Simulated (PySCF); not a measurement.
## Dy⁺ (dysprosium, charge +1) across methods

[Xe] 4f10 5d1, one real determinant (an excited configuration). Computed with PySCF 2.14 in ANO-RCC-VTZP (8s7p5d3f2g1h, 104 functions), with the spin-free X2C one-electron Hamiltonian (Gaussian nucleus).

```json
{"method": "UHF", "E (hartree)": "-12151.61099", "mean ε 4f α (eV)": "-18.980", "mean ε 4f β (eV)": "-14.783", "mean ε 5d α (eV)": "-9.022", "Σ⟨r²⟩ (bohr²)": "48.09", "⟨S²⟩": "8.756"}
{"method": "LDA", "E (hartree)": "-12147.40", "mean ε 4f α (eV)": "-9.009", "mean ε 4f β (eV)": "-6.344", "mean ε 5d α (eV)": "-6.310", "Σ⟨r²⟩ (bohr²)": "48.75", "⟨S²⟩": "8.752"}
{"method": "PBE", "E (hartree)": "-12156.00", "mean ε 4f α (eV)": "-8.683", "mean ε 4f β (eV)": "-6.298", "mean ε 5d α (eV)": "-6.292", "Σ⟨r²⟩ (bohr²)": "48.76", "⟨S²⟩": "8.753"}
{"method": "PBE0", "E (hartree)": "-12155.83", "mean ε 4f α (eV)": "-11.375", "mean ε 4f β (eV)": "-8.569", "mean ε 5d α (eV)": "-7.121", "Σ⟨r²⟩ (bohr²)": "48.40", "⟨S²⟩": "8.753"}
```

Question: Estimate the same row for r2SCAN.

Answer: E (hartree) = -12156.21; mean ε 4f α (eV) = -8.632; mean ε 4f β (eV) = -6.246; mean ε 5d α (eV) = -6.493; Σ⟨r²⟩ (bohr²) = 48.39; ⟨S²⟩ = 8.756.

⟨L²⟩ = 40.05 against 72 for a pure L term, so this real determinant mixes terms. Spin-orbit coupling, absent here, splits the open shell strongly.
